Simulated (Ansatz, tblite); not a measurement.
Forces on Ge4⁺ at its r2SCAN-D4/def2-SVP geometry. Total charge 1; doublet.

The xTB rows come from tblite. The structure comes from a short search, and lower isomers may exist.

GFN1-xTB (tblite), largest force 0.68 eV/Å:

```xyz
4
positions Å, forces eV/Å
Ge    0.881    1.073    0.311   -0.306   -0.374   -0.109
Ge   -0.981    1.163   -1.233    0.339   -0.402    0.427
Ge    0.981   -1.163    1.233   -0.340    0.402   -0.426
Ge   -0.880   -1.073   -0.312    0.307    0.373    0.108
```

GFN2-xTB (tblite), largest force 0.45 eV/Å:

```
Ge 0.065 0.079 0.023
Ge -0.223 0.265 -0.281
Ge 0.223 -0.265 0.280
Ge -0.065 -0.079 -0.023
```

PBE-D4/def2-TZVP (Ansatz), largest force 0.38 eV/Å:

```
Ge 0.238 0.290 0.084
Ge -0.163 0.193 -0.204
Ge 0.163 -0.193 0.204
Ge -0.238 -0.290 -0.084
```
